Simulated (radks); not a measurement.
Q: All-electron atom: Au LXVI in [Ne] 3s2 3p2. All-electron calculation, Dirac Kohn-Sham, PBE, spin-unpolarised, spherical densities, finite nucleus; open shells fill j = l - 1/2 first; Fermi nuclear charge, rms radius 5.4371 fm. Program: a radial shooting solver on a logarithmic mesh with Libxc functionals. Some entries of the table are withheld. Estimate them.

orbital,occ.,eigenvalue (eV),r(max) (bohr)
1s1/2,2,-86169.36,0.01042
2s1/2,2,(1),(2)
2p1/2,2,-19019.51,0.04416
2p3/2,4,-17137.35,0.05140
3s1/2,2,-7895.350,0.1615
3p1/2,2,(3),(4)
3p3/2,0,(5),(6)

A: 
(1) 2s1/2 eigenvalue (eV): -19528.24
(2) 2s1/2 r(max) (bohr): 0.06004
(3) 3p1/2 eigenvalue (eV): -7709.717
(4) 3p1/2 r(max) (bohr): 0.1496
(5) 3p3/2 eigenvalue (eV): -7205.396
(6) 3p3/2 r(max) (bohr): 0.1623
